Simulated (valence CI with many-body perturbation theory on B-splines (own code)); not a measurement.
**A CI+MBPT run for Pr XI**

Calculated by relativistic CI+MBPT: three valence electrons over a frozen Dirac-Fock core [Kr] 4d10, a basis of 8 s, 8 p, 9 d, 9 f, 6 g, 3 h, 2 i functions for each j, with the one-electron correlation potential Σ1 (screened to all orders), the two-electron term Σ2, the three-electron term Σ3, Breit, model QED; selected single and double excitations, second order for the rest, scaled by the run's own slope (own B-spline code, finite nucleus).

Command, and the settings that its task file holds:

```sh
python run_cv.py task.json out
```

```
atom Pr  Z=59  mass_number=141  rms_radius_fm=4.8919
core [Kr] 4d10
valence 5s2 5p1
avg = 1
basis = L
breit = 1
cap = 40000
capref = 1200
cscale = 1
de = 0.0
dress = 0
eps = 2e-08
extrap = 1
h = 0.27
hh = 1
l2 = 3
lcore = 6
maxit = 60
n2 = 5
natural = 1
nlev = 60
nno = [5, 5, 6, 7, 5, 3, 2]
nroot = 26
nsp = [3, 3, 3, 2, 1, 0, 0]
pt2 = 1
qed = 1
rpa = 1
s1 = 1
s2 = 1
s3 = 1
screen = 1
tol = 2e-05
whole = 1
```

Task: Roughly how long does this run take on one core of Intel(R) Xeon(R) Processor @ 2.30GHz, and how much memory?

Result: 4.8 min on 1 thread of Intel(R) Xeon(R) Processor @ 2.30GHz, with other jobs on the host, peak memory 0.77 GiB.

Log. The first blocks belong to the next ion, which gives the ionisation energy. Fields: 2J, parity (1 odd), roots, reference size, generating configurations, candidates as configurations/state functions, variational space P, stored matrix elements, Davidson steps; e2 is the range of second-order energies in hartree. The first line gives the box (bohr), its intervals, the orbitals and the steps of their self-consistent field. Window is the range of levels sought, series limit the energy at which the first omitted orbital would enter, core excitation an estimate of the first excitation out of the core, left out the lowest levels not solved, and shifts from estimates the range by which levels moved from their first estimate, all in cm⁻¹.

```
rmax 12.3 intervals 62 orbitals 82 references ['5s2 5p', '4f 5s2', '4f 5s 5p', '5s 5p2', '4f2 5s'] scf 6 t 1.9
2J=0 par=0 roots 2 ref 17 generators 6 cand 331/331 P 310/310 nnz 0 it 0
2J=0 par=0 roots 2 ref 17 generators 11 cand 38/38 P 342/342 nnz 0 it 0
   second order: generators 17 cand 6/6 e2 -0.00000 -0.00000
reference levels 673, estimated 230, window 319082 1/cm; series limit 854064, core excitation 937435
2J=1 par=1 roots 2 ref 25 generators 14 cand 6806/10707 P 2736/4172 nnz 2.4e+06 it 6
2J=1 par=1 roots 2 ref 25 generators 20 cand 6386/9948 P 3818/5947 nnz 4.5e+06 it 7
   second order: generators 36 cand 14272/22531 e2 -0.00003 -0.00002
2J=5 par=1 roots 3 ref 49 generators 16 cand 9472/26197 P 2770/6904 nnz 7e+06 it 6
2J=5 par=1 roots 3 ref 49 generators 26 cand 11509/33044 P 4302/10963 nnz 1.6e+07 it 8
   second order: generators 56 cand 19920/58748 e2 -0.00006 -0.00003
2J=7 par=1 roots 4 ref 44 generators 15 cand 9565/28846 P 2987/8000 nnz 9.1e+06 it 6
2J=7 par=1 roots 4 ref 44 generators 28 cand 11339/36008 P 4824/13460 nnz 2.4e+07 it 7
   second order: generators 68 cand 24884/82913 e2 -0.00005 -0.00003
2J=3 par=1 roots 2 ref 45 generators 15 cand 9439/21502 P 2564/5725 nnz 4.6e+06 it 6
2J=3 par=1 roots 2 ref 45 generators 25 cand 10159/22703 P 3941/8970 nnz 1.1e+07 it 6
   second order: generators 45 cand 20177/46915 e2 -0.00006 -0.00002
2J=5 par=0 roots 14 ref 95 generators 19 cand 12931/37687 P 3336/8000 nnz 8.5e+06 it 10
2J=5 par=0 roots 14 ref 95 generators 49 cand 18769/55363 P 6709/17891 nnz 3.8e+07 it 7
   second order: generators 113 cand 26445/79880 e2 -0.00004 -0.00001
2J=7 par=0 roots 11 ref 85 generators 13 cand 10576/33806 P 3078/8000 nnz 9.2e+06 it 9
2J=7 par=0 roots 11 ref 85 generators 32 cand 19753/69544 P 6128/17560 nnz 4e+07 it 9
   second order: generators 92 cand 25440/87212 e2 -0.00006 -0.00001
2J=3 par=0 roots 12 ref 82 generators 21 cand 11701/28688 P 3760/7999 nnz 8.3e+06 it 12
2J=3 par=0 roots 12 ref 82 generators 48 cand 17282/41469 P 6366/14608 nnz 2.5e+07 it 10
   second order: generators 123 cand 26162/64172 e2 -0.00005 -0.00001
2J=1 par=0 roots 7 ref 49 generators 13 cand 7138/11778 P 3733/5678 nnz 4.2e+06 it 5
2J=1 par=0 roots 7 ref 49 generators 38 cand 10556/17176 P 5334/8259 nnz 7.9e+06 it 7
   second order: generators 92 cand 20383/33072 e2 -0.00003 -0.00001
2J=9 par=0 roots 8 ref 65 generators 9 cand 9926/31057 P 2988/8000 nnz 9.9e+06 it 7
...
2J=9 par=1 roots 3 ref 32 generators 19 cand 11170/35037 P 3652/10989 nnz 2e+07 it 8
   second order: generators 46 cand 18668/62684 e2 -0.00005 -0.00002
2J=11 par=1 roots 2 ref 20 generators 8 cand 6584/18784 P 1961/5801 nnz 6.7e+06 it 5
2J=11 par=1 roots 2 ref 20 generators 13 cand 7780/22317 P 3005/9115 nnz 1.6e+07 it 7
   second order: generators 37 cand 18332/59788 e2 -0.00004 -0.00003
2J=13 par=1 roots 1 ref 9 generators 5 cand 3417/9463 P 1746/4526 nnz 4.4e+06 it 4
2J=13 par=1 roots 1 ref 9 generators 10 cand 8928/27348 P 2570/6825 nnz 9.1e+06 it 5
   second order: generators 20 cand 13075/39383 e2 -0.00004 -0.00004
left out: unestimated 458454, estimated 340160, shifts from estimates -22 to 73
operators 7.6
```

The Davidson iterations converged.

No measured levels were compared; by estimate levels hold to about 250 cm⁻¹ or 0.2 % of their energy and the worst to 1 %, as in measured heavy ions of charge 2 to 7; those with d or f electrons hold less well. Core correlation moves these levels by up to 41000 cm⁻¹, and in measured spectra 5 to 20 % of such shifts remained as error; rates that hang on mixing are uncertain with them.

| Quantity | Value |
| --- | --- |
| Valence energy | -21.28719 hartree |
| Ionisation energy | 163.05 eV (NIST: 162 ± 2.4 eV (theoretical)) |
| Reference configurations for the orbitals | 5s2 5p, 4f 5s2, 4f 5s 5p, 5s 5p2, 4f2 5s |
| Radial orbitals | 82 |
| Box radius | 12.27 bohr |
| Largest variational space | 17891 |
| Lowest levels | 5s2 5p 2P°_1/2 0.000, 4f 5s2 2F°_5/2 0.499, 4f 5s2 2F°_7/2 0.914, 5s2 5p 2P°_3/2 4.851, 4f 5s 5p 4G_5/2 17.675, 4f 5s 5p 4F_7/2 18.155, 4f 5s 5p 4F_3/2 18.466, 5s 5p2 4P_1/2 18.672, 4f 5s 5p 2F_7/2 [a] 18.742, 4f 5s 5p 4F_5/2 [a] 18.764, 4f 5s 5p 4F_9/2 [a] 19.015, 4f 5s 5p 2F_5/2 [a] 19.707, 4f 5s 5p 2G_7/2 [a] 20.134, 4f2 5s 4H_7/2 21.127 eV |

Names give the largest LS component (configuration and term), which can be under half, so a name can repeat, a term be missing and a line seem to break the LS rules; names also repeat where a configuration has a term twice. Letters in brackets count levels of one name in rising energy.
